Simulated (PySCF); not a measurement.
dimethylacetylene (C$_{4}$H$_{6}$), singlet, at a GFN2-xTB geometry, with bond 10-4 at 2.0 times its length. Base run: B3LYP/6-31G (PySCF).

Input for PySCF:
```python
from pyscf import gto, scf, dft

mol = gto.M(
    atom='''
C     0.003502    0.006812    2.047175
C     0.001025    0.001993    0.598972
C    -0.001025   -0.001993   -0.598972
C    -0.003502   -0.006812   -2.047175
H    -0.016610    1.031669    2.417917
H    -0.871960   -0.521715    2.424549
H     0.900994   -0.485783    2.421397
H    -0.024893    1.015554   -2.424658
H     0.892711   -0.501897   -2.421178
H    -1.756984   -1.068846   -2.788878
''',
    basis='6-31g',
    charge=0,
    spin=0,
    verbose=4,
)

mf = dft.RKS(mol)
mf.xc = 'b3lyp'
mf.kernel()
```

The base run was repeated with changes; each row names its change, and settings that it needs were set with it.

| change | ΔE vs base (mEh) | SCF cycles | outcome |
|---|---|---|---|
| base | 0.000 | 11 | converged |
| DIIS = ADIIS | 0.000 | 19 | converged |
| init_guess = vsap | 0.000 | 12 | converged |
| init_guess = atom | 0.000 | 12 | converged |
| conv_tol = 1e-12 | 0.000 | 12 | converged |
| conv_tol = 1e-7 | 0.000 | 8 | converged |
| solver = newton | 0.000 | - | converged |
| init_guess = sap | 0.000 | 12 | converged |
| diis_space = 2 | - | 50 | not converged |
| diis = off; damp = 0.3 (with mf.diis_start_cycle = 200; with mf.max_cycle = 150) | - | 150 | not converged |
| level_shift = 0.1 (with mf.max_cycle = 100) | 0.000 | 11 | converged |
| diis_space = 20 | 0.000 | 11 | converged |
| init_guess = mod_huckel | 0.000 | 12 | converged |
